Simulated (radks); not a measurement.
In+, configuration [Kr] 4d10 5s2 (the NIST ground configuration). All-electron calculation, scalar-relativistic Kohn-Sham, PBEsol, spin-polarised, spherical densities, point nucleus; hard spherical wall at 2 bohr. Program: a radial shooting solver on a logarithmic mesh with Libxc functionals.

Normalised radial functions P(r) = r R(r), r in bohr:

r	4p	4d	5s
0.002678	0.0051	0.0000	0.0976
0.003404	0.0077	0.0001	0.1175
0.004327	0.0118	0.0001	0.1398
0.005501	0.0180	0.0002	0.1639
0.007049	0.0277	0.0005	0.1891
0.008961	0.0416	0.0009	0.2115
0.01139	0.0619	0.0018	0.2278
0.01448	0.0907	0.0035	0.2325
0.01841	0.1304	0.0066	0.2183
0.0234	0.1825	0.0124	0.1770
0.02975	0.2467	0.0228	0.1018
0.03782	0.3180	0.0410	-0.0092
0.04808	0.3841	0.0714	-0.1465
0.06112	0.4225	0.1198	-0.2831
0.0777	0.4014	0.1915	-0.3720
0.09878	0.2871	0.2883	-0.3549
0.1256	0.0641	0.4020	-0.1897
0.1596	-0.2376	0.5081	0.1065
0.2029	-0.5229	0.5623	0.4219
0.258	-0.6460	0.5084	0.5681
0.3306	-0.4694	0.2933	0.3699
0.4203	0.0012	-0.0653	-0.1397
0.5343	0.5996	-0.4978	-0.6791
0.6792	1.0611	-0.8777	-0.8333
0.8634	1.1895	-1.0803	-0.3574
1.098	0.9911	-1.0503	0.5404
1.395	0.6207	-0.7948	1.1782
1.774	0.2106	-0.3165	0.7087

4p: eigenvalue -47.664 eV, 2 radial nodes at r = 0.133, 0.420 bohr, <r> = 0.916 bohr, 90 % of the charge inside 1.33 bohr. 4d: eigenvalue 14.274 eV, 1 radial node at r = 0.404 bohr, <r> = 1.01 bohr, 90 % of the charge inside 1.46 bohr. 5s: eigenvalue 77.169 eV, 4 radial nodes at r = 0.0372, 0.148, 0.397, 0.955 bohr, <r> = 1.24 bohr, 90 % of the charge inside 1.69 bohr.
